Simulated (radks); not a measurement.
Excited configurations of the strontium ion Sr34+: one electron is placed in a higher orbital outside [He] 2s1. The ground configuration is [He] 2s2. All-electron calculation, Dirac Kohn-Sham, PBE, spin-unpolarised, spherical densities, finite nucleus; open shells are shared between the two j in proportion to 2j + 1; Fermi nuclear charge, rms radius 4.224 fm. Program: a radial shooting solver on a logarithmic mesh with Libxc functionals. Excitation = E - E(ground); binding = E(ion) - E, where the ion is the core of charge +35; n* = 35/sqrt(2 binding) in atomic units. These energies are relativistic, and a one-electron ion of charge +35 with no core already has n* below n in this formula (Dirac formula, point nucleus, mean over j: 2p 1.990, 5p 4.983, 5f 4.996, 6p 5.982, 6d 5.991, 7s 6.970, 7p 6.982). The quantum defect is therefore taken as that value minus n*, so that it holds no relativistic shift of the bare ion. Eigenvalue and <r> are those of j = l + 1/2.

| outer orbital | excitation (eV) | binding (eV) | n* | quantum defect | eigenvalue (eV) | <r> (bohr) |
|---|---|---|---|---|---|---|
| 5p | 3795.2 | 680.58 | 4.949 | 0.034 | -669.89 | 1.024 |
| 5f | 3806.2 | 669.59 | 4.989 | 0.006 | -658.54 | 0.8955 |
| 6p | 4004.2 | 471.63 | 5.945 | 0.037 | -464.73 | 1.490 |
| 6d | 4008.1 | 467.74 | 5.969 | 0.022 | -461.15 | 1.443 |
| 7s | 4126.7 | 349.11 | 6.910 | 0.061 | -344.96 | 2.047 |
| 7p | 4129.8 | 345.98 | 6.941 | 0.041 | -341.17 | 2.041 |

Estimate the row for 2p.

Answer. excitation (eV) 145.39; binding (eV) 4330.4; n* 1.962; quantum defect 0.028; eigenvalue (eV) -4220.2; <r> (bohr) 0.1383. The Delta-SCF ionisation energy is 4475.8 eV (NIST Atomic Spectra Database: 4465 eV, semi-empirical). Self-interaction in the functional shifts the binding energies and quantum defects, so they are the method's values and not measured ones. Spin polarisation and multiplet splitting are left out, so open shells lie too high by an amount that depends on their filling.

Beside tabulated values, note that spin-unpolarised runs miss the spin-polarisation part of the exchange energy of open shells.
